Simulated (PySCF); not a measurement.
A run for PySCF: R-B3LYP/LANL2DZ on CH6GaN (SMILES [CH3][GaH][NH2]), a point of a torsion scan.

```python
from pyscf import gto, scf, dft, mp
from pyscf.data.elements import chemcore

mol = gto.M(
    atom='''
    C    -1.54408731    0.13176887   -0.22480239
    Ga    0.25560086   -0.36852169    0.55138152
    N     1.76648389    0.23761737   -0.32799565
    H    -2.38042529   -0.37549351    0.25999866
    H    -1.69562155    1.21014958   -0.13304589
    H    -1.55783833   -0.10716709   -1.29131257
    H     0.40055912   -1.20619590    1.89032740
    H     2.42846192    0.83810572    0.15528816
    H     2.31866092   -0.39433908   -0.89974497
    ''',
    basis='lanl2dz',
    ecp={'Ga': 'lanl2dz'},
    charge=0, spin=0, verbose=3, max_memory=1800)
mf = dft.RKS(mol, xc='b3lyp')
mf.conv_tol = 1e-8
mf.max_cycle = 100
mf.kernel()
if not mf.converged:
    mf = mf.newton().run(mf.mo_coeff, mf.mo_occ)
```

Output:

```
converged SCF energy = -98.5276649690938
```

Self-consistency was reached.

Cost: roughly 7 core-seconds.
